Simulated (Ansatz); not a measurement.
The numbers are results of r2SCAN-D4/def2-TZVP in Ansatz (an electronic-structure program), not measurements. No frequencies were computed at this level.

Ansatz 0.2 input:
```yaml
crystal:
  periodic: [false, false, false]
  atoms:
    - { symbol: F, position_ang: [-1.486286, -1.283423, -0.03736] }
    - { symbol: In, position_ang: [0.000144, -0.000324, 0.000041] }
    - { symbol: F, position_ang: [-0.369187, 1.928498, 0.012506] }
    - { symbol: F, position_ang: [1.855329, -0.644752, 0.024813] }
basis:
  gaussian: { orbitals: def2-tzvp }
hamiltonian:
  xc: r2scan
  dispersion: d4
relax:
  max_steps: 150
```

Output:

```
Functional definition: r2SCAN
856 factors; their error is unknown
mean field evaluation 1: about -13320.3485 eV, gradient 7.4e1 eV
mean field evaluation 2: about -13265.1959 eV, gradient 2.0e2 eV
mean field evaluation 4: about -13328.8790 eV, gradient 3.1e0 eV
mean field evaluation 8: about -13328.8983 eV, gradient 2.8e-1 eV
mean field evaluation 16: about -13328.8924 eV, gradient 3.6e-5 eV
mean field -13328.89236844 eV, -489.8277598923 hartree, gradient 3.6e-5 eV, S^2 0.000000; 0 other end points of the search recorded, 0 dependent functions left out
reference -13328.89239120 eV, -489.8277607289 hartree; 24, 24 occupied and 119, 119 virtual orbitals, 856 factors
relax step   1: F+E_penalty+E_count = -13328.90500889 eV  Δ(F+E_penalty+E_count) = +0.000e0 eV  max|allowed force component| = 8.817e-1 eV/Å  Δτ_max = 0.0000 Å  (26 SCF iters, accepted)
these checks for a lower state are left out or cut short: starts, cluster_reference, orbital_swaps, neighbouring_geometries, increment
856 factors; their error is unknown
mean field -13328.94882031 eV, -489.8298344603 hartree, gradient 2.7e-5 eV, S^2 0.000000; 0 other end points of the search recorded, 0 dependent functions left out
reference -13328.94884361 eV, -489.8298353165 hartree; 24, 24 occupied and 119, 119 virtual orbitals, 856 factors
relax step   2: F+E_penalty+E_count = -13328.96158158 eV  Δ(F+E_penalty+E_count) = -5.657e-2 eV  max|allowed force component| = 5.873e-2 eV/Å  Δτ_max = 0.0384 Å  (28 SCF iters, accepted)
these checks for a lower state are left out or cut short: starts, cluster_reference, orbital_swaps, neighbouring_geometries, increment
856 factors; their error is unknown
mean field -13328.94903572 eV, -489.8298423764 hartree, gradient 2.7e-5 eV, S^2 0.000000; 0 other end points of the search recorded, 0 dependent functions left out
reference -13328.94905905 eV, -489.8298432341 hartree; 24, 24 occupied and 119, 119 virtual orbitals, 856 factors
relax step   3: F+E_penalty+E_count = -13328.96180509 eV  Δ(F+E_penalty+E_count) = -2.235e-4 eV  max|allowed force component| = 2.563e-3 eV/Å  Δτ_max = 0.0027 Å  (30 SCF iters, accepted)
these checks for a lower state are left out or cut short: starts, cluster_reference, orbital_swaps, neighbouring_geometries, increment
856 factors; their error is unknown
mean field evaluation 32: about -13328.9516 eV, gradient 2.5e-1 eV
mean field -13328.94903663 eV, -489.8298424099 hartree, gradient 2.7e-5 eV, S^2 0.000000; 0 other end points of the search recorded, 0 dependent functions left out
reference -13328.94905997 eV, -489.8298432676 hartree; 24, 24 occupied and 119, 119 virtual orbitals, 856 factors
relax step   4: F+E_penalty+E_count = -13328.96180571 eV  Δ(F+E_penalty+E_count) = -6.206e-7 eV  max|allowed force component| = 1.033e-3 eV/Å  Δτ_max = 0.0002 Å  (31 SCF iters, accepted)
856 factors; their error is unknown
mean field -13328.94903663 eV, -489.8298424099 hartree, gradient 2.7e-5 eV, S^2 0.000000; 1 other end points of the search recorded, 0 dependent functions left out
reference -13328.94905997 eV, -489.8298432676 hartree; 24, 24 occupied and 119, 119 virtual orbitals, 856 factors
Total energy: -13328.96182905 eV, -489.8303125227 hartree
Atom 0 at    -1.455641    -1.257613    -0.036582 Å, force     0.000239    -0.000063     0.000004 eV/Å
Atom 1 at    -0.000411    -0.000491    -0.000011 Å, force    -0.001033    -0.000330    -0.000021 eV/Å
Atom 2 at    -0.360595     1.888886     0.012280 Å, force     0.000491     0.000170     0.000010 eV/Å
Atom 3 at     1.816648    -0.630783     0.024314 Å, force     0.000303     0.000223     0.000007 eV/Å
Dipole moment:    -0.000909    -0.001088    -0.000025 e Å
```

Cost: around 21 core-seconds (rough).
